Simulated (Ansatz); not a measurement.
Consider the ligand exchange at a Ge–C bond: `[GeH3][CH2][GeH3]` + CH₃NH₂ → `C[NH][GeH3]` + `[CH3][GeH3]`.

Program: Ansatz. Geometries: PBE0-D4/def2-TZVP. ΔE: electronic, gas phase. CBS: MP2 limit from def2 TZ/QZ plus the TZ coupled-cluster correction, frozen cores. Functionals use def2-TZVPP. B3LYP here is the variant with VWN-RPA as its local correlation; programs differ in this. For Ge outer-core shells are correlated without core-valence functions, which leaves a few kJ/mol of doubt a bond. Scalar relativity is left out up to krypton.

`[GeH3][CH2][GeH3]`:

Cartesian coordinates in Å:
```
Ge 0.136 1.172 -1.163
C 0.503 -0.557 -0.328
Ge -0.441 -0.834 1.361
H 0.915 1.314 -2.483
H 0.554 2.310 -0.215
H -1.369 1.302 -1.457
H 1.578 -0.641 -0.149
H 0.222 -1.351 -1.023
H -1.961 -0.755 1.131
H -0.038 0.255 2.371
H -0.099 -2.213 1.955
```

CH₃NH₂:

Z-matrix (Å, degrees):
```
C
N 1 1.453
H 1 1.092 2 109.4
H 1 1.100 2 115.4 3 -121.6
H 1 1.092 2 109.4 3 116.8
H 2 1.012 1 110.6 3 62.6
H 2 1.012 1 110.6 3 -179.3
```

`C[NH][GeH3]`:

Cartesian coordinates in Å:
```
C -0.104 1.153 0.793
N -0.509 0.411 -0.386
Ge 0.148 -1.292 -0.603
H -0.685 2.076 0.877
H 0.962 1.422 0.825
H -0.318 0.561 1.688
H -0.428 0.970 -1.224
H -0.379 -1.813 -1.949
H -0.382 -2.131 0.571
H 1.696 -1.358 -0.591
```

`[CH3][GeH3]`:

Z-matrix (Å, degrees):
```
C
Ge 1 1.953
H 1 1.091 2 110.3
H 1 1.090 2 110.3 3 120.0
H 1 1.090 2 110.3 3 -120.0
H 2 1.539 1 110.4 3 -59.8
H 2 1.539 1 110.4 3 60.2
H 2 1.539 1 110.4 3 -179.8
```

```json
{"level": "LDA (SPW92)", "ΔE (kJ/mol)": "-9.5"}
{"level": "B3LYP-D4", "ΔE (kJ/mol)": "-13.2"}
{"level": "PBE-QIDH", "ΔE (kJ/mol)": "-8.6"}
{"level": "CAM-B3LYP", "ΔE (kJ/mol)": "-15.6"}
{"level": "CCSD/def2-SVP", "ΔE (kJ/mol)": "-14.7"}
{"level": "MP2/def2-TZVPP", "ΔE (kJ/mol)": "-8.6"}
{"level": "SCS-MP2/def2-TZVPP", "ΔE (kJ/mol)": "-11.3"}
{"level": "CCSD/CBS(def2)", "ΔE (kJ/mol)": "-7.5"}
```

(1) What does CCSD(T)/CBS give? (An estimate is asked.)

Largest T1 diagnostic among the species: 0.011.

## Answers

(1) The calculation gave: -6.9 kJ/mol. The listed levels differ from it by -2.6, -6.3, -1.7, -8.7, -7.8, -1.7, -4.4, -0.6 kJ/mol.

At CCSD(T), def2-SVP lies −7.5 kJ/mol from the extrapolated value and def2-TZVPP −1.5 kJ/mol. Leaving LDA and LC-ωPBE aside and taking each functional with its dispersion term where it has one, the values, not all of them listed here, spread over 6.6 kJ/mol, from BLYP-D4 to HSE06-D4. In def2-TZVPP, CCSD(T) changes the Hartree–Fock value by +9.2 kJ/mol (the triples alone add +0.6 kJ/mol) and MP2 by +9.0 kJ/mol.

CCSD(T)/CBS has its own doubt, a few kJ/mol and more with outer-core shells, so smaller differences from it don't rank the levels.
